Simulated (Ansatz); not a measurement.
System: sum formula YOF, net charge 0, singlet state. 
Geometry from a B3LYP-D3(BJ)/def2-TZVP (Ansatz, an electronic-structure program) optimisation:
SMILES: [O]=[Y][F]
```xyz
3

Y      0.1361    -0.1179     0.2673
O      1.2660    -0.1525    -1.1654
F     -1.7151     0.6464    -0.1222
```

Basis-set convergence of Hartree-Fock and MP2 correlation energies (hartree) with Ansatz. Correlated levels leave the core frozen unless marked. No spin-orbit coupling. Frozen are the shells of the preceding noble gas and the d and f shells that filled before the atom's block. Past Kr the def2 sets carry scalar-relativistic core potentials.

| basis | functions | E(HF) | E(corr, MP2) |
|---|---|---|---|
| def2-SVP | 59 | -212.10979 | -0.46255 |
| def2-TZVPP | 118 | -212.34304 | -0.58691 |
| def2-QZVPP | 195 | -212.35536 | -0.63438 |

Extrapolating the two largest sets (X = 3 and 4) as X^-3: E(corr) = (64·(-0.63438) - 27·(-0.58691))/37 = -0.6690 Eh, an estimate of the basis-set limit. The largest set recovers 94.8 % of it, the smallest 69.1 %.
